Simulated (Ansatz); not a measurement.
A nudged elastic band was laid between two geometries of BClFH$_{4}$N (8 atoms, charge 0, multiplicity 1).

Computed with Ansatz, RKS B3LYP-D4/def2-SVP.

| Quantity | Value |
| --- | --- |
| movable images | 7 |
| climbing image | yes |
| spring | 5.0 eV/Å² |
| optimiser | quadratic models (default) |
| start path | straight line |
| force threshold | 0.03 eV/Å |
| iteration limit | 60 |
| end points | relaxed |

Image 0:

```xyz
8
Properties=species:S:1:pos:R:3
B 0.011 -0.167 0.161
F 0.215 0.640 1.254
H 0.956 -0.282 -0.597
Cl -1.599 0.171 -0.717
N -0.240 -1.670 0.810
H -0.403 -2.358 0.071
H 0.561 -1.969 1.374
H -1.073 -1.643 1.407
```

Image 8:

```xyz
8
Properties=species:S:1:pos:R:3
B 0.021 -0.678 -0.399
F -0.482 0.385 2.262
H 1.079 -0.131 -0.529
Cl -1.374 -0.146 -1.340
N -0.122 -1.751 0.501
H -0.961 -2.324 0.526
H 0.692 -2.193 0.919
H -0.424 -0.442 1.822
```

Problem. What changes between the two ends?

Solution. Bonds broken: B1–F2, N5–H8. Bonds formed: F2–H8. BClFH4N becomes BClH3N + FH.

Problem. Give the energies along the band, and the barrier.

Solution. The forces met the threshold. The highest image is number 6 of 0 to 8, 1.54 eV above the first end and 0.48 eV above the last; the last end lies 1.06 eV above the first. Another band between the same ends (7 images) ends at a top of the same energy, where a vibrational analysis finds 1 clearly imaginary mode. The orbitals stay closed-shell, which can raise the energy where a bond breaks towards radicals; this wasn't checked here.

```json
{"image": "0", "path coordinate (Å)": "0.00", "energy (eV)": "0.00", "B1–F2 (Å)": "1.37", "N5–H8 (Å)": "1.03", "F2–H8 (Å)": "2.63"}
{"image": "1", "path coordinate (Å)": "0.40", "energy (eV)": "0.01", "B1–F2 (Å)": "1.37", "N5–H8 (Å)": "1.03", "F2–H8 (Å)": "2.51"}
{"image": "2", "path coordinate (Å)": "0.81", "energy (eV)": "0.03", "B1–F2 (Å)": "1.37", "N5–H8 (Å)": "1.02", "F2–H8 (Å)": "2.41"}
{"image": "3", "path coordinate (Å)": "1.21", "energy (eV)": "0.05", "B1–F2 (Å)": "1.38", "N5–H8 (Å)": "1.02", "F2–H8 (Å)": "2.34"}
{"image": "4", "path coordinate (Å)": "1.62", "energy (eV)": "0.16", "B1–F2 (Å)": "1.40", "N5–H8 (Å)": "1.03", "F2–H8 (Å)": "1.97"}
{"image": "5", "path coordinate (Å)": "2.02", "energy (eV)": "0.82", "B1–F2 (Å)": "1.52", "N5–H8 (Å)": "1.11", "F2–H8 (Å)": "1.47"}
{"image": "6", "path coordinate (Å)": "2.43", "energy (eV)": "1.54", "B1–F2 (Å)": "1.79", "N5–H8 (Å)": "1.41", "F2–H8 (Å)": "1.08"}
{"image": "7", "path coordinate (Å)": "2.96", "energy (eV)": "1.18", "B1–F2 (Å)": "2.40", "N5–H8 (Å)": "1.77", "F2–H8 (Å)": "0.95"}
{"image": "8", "path coordinate (Å)": "3.49", "energy (eV)": "1.06", "B1–F2 (Å)": "2.91", "N5–H8 (Å)": "1.88", "F2–H8 (Å)": "0.94"}
```

Problem. What is the geometry of the highest image?

Solution. 
```xyz
8
Properties=species:S:1:pos:R:3
B -0.057 -0.427 -0.021
F -0.439 0.330 1.554
H 1.025 0.012 -0.291
Cl -1.431 -0.081 -1.118
N -0.126 -1.744 0.713
H -0.893 -2.363 0.455
H 0.744 -2.265 0.804
H -0.395 -0.741 1.667
```

Run time: 4.3 min on 1 thread of Arm Neoverse V2 (shared host), peak memory 0.15 GiB.
